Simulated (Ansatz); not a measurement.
Reaction (SMILES): B (BH3) → [BH2] (BH2) + H atom (the B-H bond breaks)

Quantity: bond dissociation energy (enthalpy at 298 K), in kcal/mol. Set-up: non-relativistic; 6-311+G** with 5d; six Cartesian d functions in 6-31G* and its kin unless marked 5d; open shells spin-unrestricted; spin-orbit terms left out; no dispersion term unless named; LANL2DZ all-electron up to Ne; valence correlation only. CBS(X,Y): correlation extrapolated as X^-3; Hartree-Fock from the larger set (for Q and 5 zeta extrapolated as (X+1)exp(-9√X)). First-principles rows: single points at B3LYP-D3(BJ) geometries (Ansatz, a first-principles code), with unscaled harmonic terms from B3LYP/6-31G* (Ansatz) at its own minima.

Coupled cluster (Ansatz) is a level with limits of its own, used here on species with T1 under 0.025 (0.045 for open shells) and stable references: CCSD(T)/CBS(cc-pVQZ,cc-pV5Z).

Value to compare with, CCSD(T)/CBS(cc-pVQZ,cc-pV5Z) (Ansatz): 104.9 kcal/mol.

```tsv
level	program	bond dissociation energy (enthalpy at 298 K) (kcal/mol)	difference
B3LYP/STO-3G	Ansatz	139.8	34.9
B3LYP/3-21G	Ansatz	105.2	0.3
B3LYP/LANL2DZ	Ansatz	104.2	-0.7
B3LYP/6-31G	Ansatz	105.1	0.2
B3LYP/6-31G*	Ansatz	105.7	0.8
B3LYP/6-31+G*	Ansatz	104.8	-0.1
B3LYP/6-31G**	Ansatz	106.0	1.1
B3LYP/def2-SVP	Ansatz	103.2	-1.7
B3LYP/cc-pVDZ	Ansatz	102.5	-2.4
B3LYP/6-311+G**	Ansatz	104.0	-0.9
B3LYP/def2-TZVPD	Ansatz	104.1	-0.8
```

Among the 10 habitual levels, B3LYP/STO-3G lies farthest from CCSD(T)/CBS(cc-pVQZ,cc-pV5Z) (Ansatz) (34.9 kcal/mol); 5 of 10 lie above it, and their mean absolute difference is 4.3 kcal/mol, the median 0.9. One case shows no general order.

The sets are all those run for this method; left out are runs that failed, that the program found above a lower state of the same kind, or whose <S^2> lies over 0.5 above the pure value.
